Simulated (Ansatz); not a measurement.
H5InN2S, SMILES `[NH2][In]([NH2])[SH]` with one electron removed (charge 1, multiplicity 2), frozen-core CCSD(T)/def2-TZVPP // B3LYP-D3(BJ)/def2-TZVP (Ansatz, a first-principles code). The calculation was stopped at its time limit.

Ansatz 0.2 input:
```yaml
crystal:
  periodic: [false, false, false]
  atoms:
    - { symbol: N, position_ang: [-1.547219, -0.934758, 0.150957] }
    - { symbol: In, position_ang: [0.116966, 0.2318, -0.018394] }
    - { symbol: N, position_ang: [1.973837, -0.604832, -0.027412] }
    - { symbol: S, position_ang: [-0.074554, 2.624431, -0.209606] }
    - { symbol: H, position_ang: [-1.447103, -1.886973, -0.176679] }
    - { symbol: H, position_ang: [-2.395366, -0.547478, -0.241032] }
    - { symbol: H, position_ang: [2.062086, -1.488131, 0.457703] }
    - { symbol: H, position_ang: [2.729768, 0.001111, 0.262556] }
    - { symbol: H, position_ang: [-1.418415, 2.604828, -0.198095] }
basis:
  gaussian: { orbitals: def2-TZVPP }
correlation:
  method: ccsd_t
total_charge: 1
magnetization:
  spin_polarized: true
  initial_magnetization: 1
```

The last lines of the output:

```
mean field evaluation 192: about -18999.9091 eV, gradient 3.5e-3 eV
mean field evaluation 224: about -19003.0078 eV, gradient 6.2e0 eV
mean field evaluation 256: about -18998.0703 eV, gradient 1.6e0 eV
mean field evaluation 288: about -19001.9676 eV, gradient 2.3e0 eV
mean field evaluation 320: about -18997.9122 eV, gradient 2.6e0 eV
mean field evaluation 352: about -19000.5559 eV, gradient 1.3e1 eV
mean field evaluation 384: about -19000.2318 eV, gradient 5.6e0 eV
mean field evaluation 416: about -18997.4709 eV, gradient 1.3e1 eV
mean field evaluation 448: about -18999.6411 eV, gradient 8.1e0 eV
mean field evaluation 480: about -19003.1216 eV, gradient 1.0e-1 eV
mean field -19003.61147359 eV, -698.3698405440 hartree, gradient 6.8e-6 eV, S^2 0.760348; 14 other end points of the search recorded, 0 dependent functions left out
determinant -19003.61147359 eV, -698.3698405440 hartree, with singles and doubles -19027.60631691 eV, -699.2516347716 hartree
determinant -19003.57036043 eV, -698.3683296630 hartree, with singles and doubles -19027.59577498 eV, -699.2512473630 hartree
determinant -19003.12619196 eV, -698.3520067728 hartree, with singles and doubles -19027.53060710 eV, -699.2488524874 hartree
determinant -19002.83115015 eV, -698.3411641863 hartree, with singles and doubles -19027.50625698 eV, -699.2479576372 hartree
determinant -19002.80700905 eV, -698.3402770174 hartree, with singles and doubles -19027.31686951 eV, -699.2409977758 hartree
determinant -19002.27371219 eV, -698.3206787191 hartree, with singles and doubles -19027.08184713 eV, -699.2323608627 hartree
determinant -19001.31780694 eV, -698.2855498494 hartree, with singles and doubles -19026.16692844 eV, -699.1987382210 hartree
determinant -19003.61147359 eV, -698.3698405440 hartree, with singles and doubles -19027.44972214 eV, -699.2458800201 hartree
determinant -19003.57036043 eV, -698.3683296630 hartree, with singles and doubles -19027.43778422 eV, -699.2454413097 hartree
determinant -19003.12619196 eV, -698.3520067728 hartree, with singles and doubles -19027.36727260 eV, -699.2428500555 hartree
determinant -19002.83115015 eV, -698.3411641863 hartree, with singles and doubles -19027.34854403 eV, -699.2421617932 hartree
determinant -19003.61147359 eV, -698.3698405440 hartree, with singles and doubles -19027.47419559 eV, -699.2467794028 hartree
determinant -19003.57036043 eV, -698.3683296630 hartree, with singles and doubles -19027.46408262 eV, -699.2464077579 hartree
```
